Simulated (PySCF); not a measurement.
How methods differ on the excitation energy of Re⁺

Re⁺ [Xe] 4f14 5d5 6s1 (7S) → Re⁺ [Xe] 4f14 5d5 6p1 (7P), as a difference of total energies. All numbers are calculated (PySCF 2.14, a scalar-relativistic core potential, in def2-TZVPPD with the def2 core potential (60 electrons)). Correlated levels: valence and next inner shell: nothing frozen outside the core potential. The calculations carry no spin-orbit coupling.

| method | excitation energy (cm⁻¹) |
| --- | --- |
| UHF | 46256 |
| MP2 (valence and next inner shell) | 49910 |
| SCS-MP2 (valence and next inner shell) | 48644 |
| CCSD (valence and next inner shell) | 49206 |
| CCSD(T) (valence and next inner shell) | 49310 |
